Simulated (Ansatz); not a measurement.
`B[SiH](F)BO` + HCl → `B[SiH](F)BCl` + H₂O at 298.15 K and 1 bar (ligand exchange at a B–O bond).

Isolated molecules relaxed with PBE0-D4/def2-TZVP in Ansatz; ΔE leaves out vibrations. CCSD(T)/CBS adds triple-zeta CCSD(T) − MP2 to the extrapolated MP2 energy (def2 sets, frozen cores). This one scheme is used for every species. One conformer a species, not always the lowest.

| species | CCSD(T)/CBS energy (Eh) | H − E (kJ/mol) | S (J/(mol·K)) |
| --- | --- | --- | --- |
| `B[SiH](F)BO` | -516.69666 | 178.5 | 358.0 |
| HCl | -460.38127 | 26.6 | 186.8 |
| `B[SiH](F)BCl` | -900.68555 | 141.4 | 363.8 |
| H₂O | -76.37941 | 66.4 | 188.7 |

H − E and S are ideal-gas, rigid-rotor, harmonic terms from PBE0-D4/def2-TZVP, for one conformer and one mirror image of each species. 1 Eh = 2625.50 kJ/mol, R = 8.31446 J/(mol·K).

Task: By hand: ΔE, ΔH, ΔS and ΔG.

Result: ΔE = (-900.68555) + (-76.37941) − (-516.69666) − (-460.38127) = 0.01297 Eh = 34.1 kJ/mol. Δ(H − E) = 141.4 + 66.4 − 178.5 − 26.6 = 2.7, so ΔH = 36.8 kJ/mol. ΔS = 363.8 + 188.7 − 358.0 − 186.8 = 7.7 J/(mol·K). ΔG = 36.8 − 298.15 × (7.7)/1000 = 34.5 kJ/mol.

Task: By hand: the equilibrium constant, and the temperature at which ΔG would vanish if ΔH and ΔS stayed fixed.

Result: log₁₀ K = −ΔG/(RT ln 10) = -6.0. ΔG = 0 at ΔH/ΔS = 4779 K, far beyond where these terms or the molecules hold.

The number of gas molecules stays the same, so ΔS is small and ΔH decides. A doubt of 5 kJ/mol in ΔE shifts log₁₀ K by 0.9 here. Other conformers and mirror images would add mixing entropy, several J/(mol·K) or more a flexible species. Modes under 60 cm⁻¹, often nearly free rotors, make the harmonic entropy too high. These are equilibria of isolated gas molecules and say nothing of rates. Largest T1 diagnostic: 0.015 (customary marks: 0.02 for closed shells, 0.045 for open ones).
